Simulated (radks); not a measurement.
Question: These are the eigenvalues of the occupied orbitals of an atom or ion with whole-number occupations (eV). Calculated with a radial shooting solver on a logarithmic mesh with Libxc functionals: Dirac Kohn-Sham, PBE, spin-unpolarised, spherical densities, finite nucleus; Fermi nuclear charge, rms radius of each element as measured or else 0.836 A^(1/3) + 0.57 fm.

1s1/2: -9542.936
2s1/2: -1177.241
2p1/2: -1039.063
2p3/2: -1015.185
3s1/2: -148.8893
3p1/2: -105.1560
3p3/2: -102.1016
3d3/2: -29.8883
3d5/2: -29.5252
7f5/2: -0.9918
7f7/2: -0.9918

Which element is it, and in what charge state? The configuration may be excited. Open shells, if any, are shared by 2j + 1.

Answer: Z = 30, zinc, charge +1: Zn+ in [Ar] 3d10 7f1. The list shows which subshells hold electrons but not how many an open one holds; the 1s level, -350.7 hartree, gives Z - s = 26.5 by -(Z - s)^2/2, which with screening and relativity narrows Z to a few neighbours, and the depths of the outer levels then fix element, charge and occupations together.
